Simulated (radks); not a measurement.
The numbers below are computed, except where a source is named.
Fractional charge and spin in the 2s shell of aluminium: the spin-up occupation runs from 0 to 1 and the spin-down occupation from 0 to 1; the fullest corner is Al3+, [He] 2p6 2s(up 1, down 1). Level of theory: non-relativistic Kohn-Sham, PBE, spin-polarised, spherical densities, point nucleus (a radial shooting solver on a logarithmic mesh with Libxc functionals). Energy (eV) above the fullest corner. The planes named below are the two flat planes that join the four corners, with an edge along up + down = one added electron.

down \ up,0,0.25,0.5,0.75,1
0,350.468,299.142,249.894,202.710,157.572
0.25,299.142,250.114,203.134,158.188,115.259
0.5,249.894,203.134,158.393,115.656,74.904
0.75,202.710,158.188,115.656,75.096,36.491
1,157.572,115.259,74.904,36.491,0.000

Corners above the fullest one (they belong to Al4+ and the next ion): (up 1, down 0) 157.57 eV, (up 0, down 1) 157.57 eV, (up 0, down 0) 350.47 eV. With half an added electron in each spin the energy lies 0.821 eV from the planes, and with half an added electron in spin up alone -4.126 eV. The planes are only a guide here: the flat-plane condition holds for ground states with one frontier orbital, while this shell lies below other occupied shells, so the corners above the fullest one are inner-hole states and not the ground states of those ions.
